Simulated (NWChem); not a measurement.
CH$_{4}$BrInO; SMILES [CH3][In]([OH])[Br]

```xyz
8

In    -0.0143    -0.6903     0.0002
Br     0.0531     1.8130     0.0000
C      1.7286    -1.9256    -0.0003
H      2.3075    -1.7285    -0.9129
H      1.4278    -2.9808     0.0332
H      2.3438    -1.6807     0.8760
O     -1.8841    -1.3774    -0.0003
H     -2.5356    -0.6662    -0.0013
```
Atoms are numbered in this order, from 1.

Computed with NWChem. Coordinates come from a PBE0/def2-SVP optimisation. Not confirmed as a minimum by frequencies. def2 effective core potentials on In; no spin-orbit coupling.

For level PBE0/def2-SVP (core potentials):

```
Item                         Result
---------------------------  ------
highest occupied level (eV)   -7.86
dipole (D)                     2.06
```

Question: Estimate the same quantities for level PBE0/STO-3G (all-electron, non-relativistic).

Answer: The highest occupied level (eV) is -4.24. The dipole (D) comes out as 1.53.
